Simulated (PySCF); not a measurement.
## Sn⁺ (tin, charge +1) across methods

[Kr] 4d10 5s2 5d1, 2D determinant (an excited configuration). Calculation: PySCF 2.14, in aug-cc-pVQZ-PP with ECP28MDF (7s7p5d3f2g, 92 functions); scalar relativity through the core potential.

```json
{"method": "M06-2X", "E (hartree)": "-213.6581", "mean ε 5s β (eV)": "-21.668", "mean ε 5s α (eV)": "-21.605", "mean ε 5d α (eV)": "-5.731", "Σ⟨r²⟩ (bohr²)": "60.36", "⟨S²⟩": "0.750"}
{"method": "PBE0", "E (hartree)": "-213.7184", "mean ε 5s β (eV)": "-21.080", "mean ε 5s α (eV)": "-21.239", "mean ε 5d α (eV)": "-5.467", "Σ⟨r²⟩ (bohr²)": "59.69", "⟨S²⟩": "0.750"}
{"method": "r2SCAN", "E (hartree)": "-213.7811", "mean ε 5s β (eV)": "-20.419", "mean ε 5s α (eV)": "-20.368", "mean ε 5d α (eV)": "-5.086", "Σ⟨r²⟩ (bohr²)": "58.78", "⟨S²⟩": "0.751"}
{"method": "PBE", "E (hartree)": "-213.7192", "mean ε 5s β (eV)": "-20.129", "mean ε 5s α (eV)": "-20.300", "mean ε 5d α (eV)": "-5.132", "Σ⟨r²⟩ (bohr²)": "58.95", "⟨S²⟩": "0.750"}
{"method": "UHF", "E (hartree)": "-212.80547", "mean ε 5s β (eV)": "-23.089", "mean ε 5s α (eV)": "-23.242", "mean ε 5d α (eV)": "-6.058", "Σ⟨r²⟩ (bohr²)": "64.37", "⟨S²⟩": "0.750"}
{"method": "LDA", "E (hartree)": "-213.3656", "mean ε 5s β (eV)": "-20.578", "mean ε 5s α (eV)": "-20.771", "mean ε 5d α (eV)": "-5.005", "Σ⟨r²⟩ (bohr²)": "59.07", "⟨S²⟩": "0.750"}
{"method": "wB97M-V", "E (hartree)": "-213.6584", "mean ε 5s β (eV)": "-23.356", "mean ε 5s α (eV)": "-23.462", "mean ε 5d α (eV)": "-6.283", "Σ⟨r²⟩ (bohr²)": "60.08", "⟨S²⟩": "0.750"}
```

Q: Estimate the same row for wB97X-V.

A: E (hartree) = -213.6766; mean ε 5s β (eV) = -23.452; mean ε 5s α (eV) = -23.535; mean ε 5d α (eV) = -6.364; Σ⟨r²⟩ (bohr²) = 60.70; ⟨S²⟩ = 0.750.

Energies and moments cover only the electrons outside the core potential. The outer electron is Rydberg-like, and this basis confines it to a smaller radius and binds it less than a complete one would.
